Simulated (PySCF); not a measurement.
**Correlation energy of Pb (lead, neutral)**

[Xe] 4f14 5d10 6s1 6p2 6d1, one real determinant (an excited configuration). Computed with PySCF 2.14 in aug-cc-pwCVTZ-PP with ECP60MDF, with scalar relativity through the core potential. Frozen: 5s2 5p6 5d10; 4 electrons correlated.

MP2 pair energies summed by pair of shells (mhartree):

| pair | energy | share (%) |
| --- | --- | --- |
| 6p-6d | -4.32 | 34.7 |
| 6p-6p | -3.60 | 28.9 |
| 6s-6p | -3.20 | 25.7 |
| 6s-6d | -1.33 | 10.7 |

Total MP2 correlation energy: -12.45 mhartree.

Same-spin part -12.45 and opposite-spin part 0.00 mhartree; SCS-MP2 scales them by 1/3 and 6/5 to -4.15 mhartree.

The reference is one real determinant that mixes LS terms of this configuration.

Spin-orbit coupling is strong in this species, so the high-spin LS determinant is a model state.
